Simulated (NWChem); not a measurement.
The numbers come from NWChem runs, not from measurements. System: Ge, charge 0, spin multiplicity 3. Its SCF solution wasn't tested for a lower state. Level: UMP2/def2-TZVPD, 9 core orbitals frozen.

Job file:

```
start mol
memory heap 200 mb stack 900 mb global 1100 mb
geometry units angstroms nocenter noautoz
  Ge     0.000000     0.000000     0.000000
  symmetry group D2h
end
basis spherical
  * library def2-tzvpd
end
scf
  uhf
  nopen 2
  maxiter 100
  thresh 1e-7
  semidirect memsize 60000000 filesize 0
  # guess.movecs holds the orbitals of an unrestricted PBE0 run
  vectors input guess.movecs output mol.movecs
end
mp2
  freeze core 9
end
task mp2 energy
```

NWChem printed:

```
             Northwest Computational Chemistry Package (NWChem) 7.3.0
             --------------------------------------------------------

                                NWChem Input Module
                                -------------------

 Scaling coordinates for geometry "geometry" by  1.889725989
 (inverse scale =  0.529177249)

                             Geometry "geometry" -> ""
                             -------------------------

 Output coordinates in angstroms (scale by  1.889725989 to convert to a.u.)

  No.       Tag          Charge          X              Y              Z
 ---- ---------------- ---------- -------------- -------------- --------------
    1 Ge                  32.0000     0.00000000     0.00000000     0.00000000

 Effective nuclear repulsion energy (a.u.)       0.0000000000

            Nuclear Dipole moment (a.u.)
            ----------------------------
        X                 Y               Z
 ---------------- ---------------- ----------------
     0.0000000000     0.0000000000     0.0000000000

      Symmetry information
      --------------------

 Group name             D2h
 Group number             26
 Group order               8
 No. of unique centers     1

      Symmetry unique atoms

     1


 Summary of "ao basis" -> "" (spherical)
 ------------------------------------------------------------------------------
       Tag                 Description            Shells   Functions and Types
 ---------------- ------------------------------  ------  ---------------------
 *                         def2-tzvpd                 on all atoms

 Summary of "ao basis" -> "ao basis" (spherical)
 ------------------------------------------------------------------------------
       Tag                 Description            Shells   Functions and Types
 ---------------- ------------------------------  ------  ---------------------
 Ge                        def2-tzvpd               18       54   7s5p5d1f

                                 NWChem SCF Module
                                 -----------------

  ao basis        = "ao basis"
[...]
  AO/Fock/Back tols     =   1.0D-09  1.0D-09  1.0D-09

 GA uses MA = F    GA memory limited = T

 Available:
  local mem=  1.26D+08
 global mem=  1.44D+08
 local disk=  0.00D+00
  mp2_memr nvloc                    37
  nvloc new                    37
   1 passes of   8:        3145728                      20742                   1499560.
   1 passes of   8: M    126152008           G      144173368           F     123006280.

 Semi-direct pass number   1 of   1  for UHF alpha       at        1.5s
  vrange nnbf                  1485
  mp2_eaftype                    10  avail_ma_in_mb                  1099
 EAF : mp2_eaftype filesize          10     749780.
  mp2_eaf for mointskh                     10
Node 0 wrote      3.5 Mb in      0.0 s     Agg I/O rate:  1297.9 Mb/s
 Done moints_semi at        4.0s
  mp2_eaftype                    10  avail_ma_in_mb                  1089
 EAF : mp2_eaftype filesize          10     749780.
  mp2_eaf for kh                    10
 Done maket at        4.0s
 Done multipass loop at        4.0s

 GA uses MA = F    GA memory limited = T

 Available:
  local mem=  1.26D+08
 global mem=  1.44D+08
 local disk=  0.00D+00
  mp2_memr nvloc                    39
  nvloc new                    39
   1 passes of   6:        3145728                      17643                   1186522.
   1 passes of   6: M    126152008           G      144173368           F     123006280.

 Semi-direct pass number   1 of   1  for UHF beta        at        4.1s
  vrange nnbf                  1485
  mp2_eaftype                    10  avail_ma_in_mb                  1099
 EAF : mp2_eaftype filesize          10     593261.
  mp2_eaf for mointskh                     10
Node 0 wrote      2.8 Mb in      0.0 s     Agg I/O rate:  1739.6 Mb/s
 Done moints_semi at        6.5s
  mp2_eaftype                    10  avail_ma_in_mb                  1089
 EAF : mp2_eaftype filesize          10     593261.
  mp2_eaf for kh                    10
 Done maket at        6.5s
 Done multipass loop at        6.5s

          -------------------------------------------
          SCF energy               -2075.321289312320
          Correlation energy          -0.183387296835
          Singlet pairs                0.000000000000
          Triplet pairs                0.000000000000
          Total MP2 energy         -2075.504676609155
          -------------------------------------------

          ---------------------------------------------------
                    Spin Component Scaled (SCS) MP2
          Same spin pairs                     -0.058282965987
          Same spin scaling factor             0.333333333333
          Opposite spin pairs                 -0.125104330849
          Opposite spin scaling fact.          1.200000000000
          SCS-MP2 correlation energy          -0.169552852347
          Total SCS-MP2 energy             -2075.490842164667
          ---------------------------------------------------

 -----------------------
 Performance information
 -----------------------

 Timer overhead =  2.58D-07 seconds/call

               Nr. of calls         CPU time (s)                 Wall time (s)                GFlops
             ---------------    -------------------     ------------------------------   -------------------
Name         Min   Avg   Max    Min     Avg     Max     Min     Avg     Max   Mx/calls   Min     Max     Sum
mp2: moin     2     2     2    4.9     4.9     4.9      4.9     4.9     4.9     2.5      0.0     0.0     0.0
mp2: make     2     2     2   5.83E-2 5.83E-2 5.83E-2  5.83E-2 5.83E-2 5.83E-2 2.92E-2   0.0     0.0     0.0
mp2: tota     1     1     1    5.1     5.1     5.1      5.1     5.1     5.1     5.1      0.0     0.0     0.0

 The average no. of pstat calls per process was 5.00D+00
 with a timing overhead of 1.29D-06s

 Task  times  cpu:        6.5s     wall:        6.5s

 Total times  cpu:        6.5s     wall:        6.5s
```
